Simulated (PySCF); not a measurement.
**Electronic absorption of C5H11ClGaNO**

Compound: C5H11ClGaNO.
SMILES: `C[O][Ga]([Cl])[N]1CCCC1`

Method: PySCF, TDDFT CAM-B3LYP/def2-SVPD, vertical, gas phase, core orbitals frozen in the response. One conformer (not necessarily the lowest) at the PBE0-D3(BJ)/def2-SVP geometry, without solvent, vibrations or thermal averaging. The CAM-B3LYP/def2-SVPD calculation is non-relativistic and has no spin–orbit coupling, an omission that weighs most on gallium.

| state | λ (nm) | E (eV) | f | main configurations (H = HOMO, L = LUMO) |
| --- | --- | --- | --- | --- |
| S1 | 254.1 | 4.88 | 0.0063 | H→L (91%) |
| S2 | 212.3 | 5.84 | 0.182 | H→L+1 (96%) |
| S3 | 197.3 | 6.28 | 0.0036 | H-1→L (85%) |
| S4 | 187.4 | 6.61 | 0.020 | H→L+2 (76%), H-2→L (9%) |
| S5 | 185.8 | 6.67 | 0.026 | H-2→L (69%), H→L+2 (10%), H-1→L+1 (9%) |
| S6 | 175.3 | 7.07 | 0.0073 | H→L+4 (79%) |
| S7 | 173.6 | 7.14 | 0.060 | H-3→L (61%), H-4→L (21%) |
| S8 | 170.0 | 7.29 | 0.0037 | H-2→L+1 (84%) |
| S9 | 168.3 | 7.37 | 0.090 | H→L+5 (46%), H-1→L+1 (15%), H→L+3 (14%) |
| S10 | 167.1 | 7.42 | 0.043 | H-5→L (63%) |

Triplets, Tamm–Dancoff:

```tsv
state	E (eV)	λ (nm)	main configurations (H = HOMO, L = LUMO)
T1	4.54	273.3	H→L (85%)
T2	4.95	250.6	H→L+1 (94%)
T3	5.91	209.8	H-1→L (80%)
T4	6.21	199.6	H-2→L (80%)
```

The lowest singlet lies at 4.88 eV (254 nm, ultraviolet) and is weak; its leading configuration is HOMO→LUMO (91%). The most intense listed level is S2 at 5.84 eV (212 nm, f = 0.182), 0.96 eV above S1. Löwdin shares by element: HOMO nitrogen 53%, carbon 17% or more, gallium 7% (atoms not listed hold the other 23%); LUMO gallium 53%, chlorine 16%, oxygen 8%, nitrogen 6% (atoms not listed hold the other 17%). The listed states span 2.54 eV, and the widest gap between neighbours is 0.96 eV (S1 to S2). The oscillator strengths of these states sum to 0.441; summed over the whole spectrum of an exact calculation they would give the number of electrons, 104 (Thomas–Reiche–Kuhn). Weighted by f, the mean energy of these states is 6.59 eV. All these states lie below the vertical ionisation energy of 8.43 eV (ΔSCF). Singlets were solved by full linear response, triplets in the Tamm–Dancoff approximation.

On an Arm Neoverse V2 with one thread, on a shared host, this took 4.1 min wall.
